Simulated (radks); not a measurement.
Species: the fluorine ion F+. Configuration: [He] 2s2 2p4. Method: non-relativistic Kohn-Sham, revTPSS, spin-polarised, spherical densities, point nucleus; open shells are filled with parallel spins first; meta-GGA in the generalised Kohn-Sham scheme; computed with a radial shooting solver on a logarithmic mesh with Libxc functionals. Some entries of the table are withheld. Estimate them.

orbital,occ.,eigenvalue (hartree),r(max) (bohr)
1s up,1,-25.31479,0.1147
1s down,1,-25.25327,0.1146
2s up,1,-1.83560,0.7462
2s down,1,-1.67524,0.7549
2p up,3,-1.10685,(1)
2p down,1,-0.94517,(2)

Answer. 
(1) 2p up r(max) (bohr): 0.6750
(2) 2p down r(max) (bohr): 0.6911
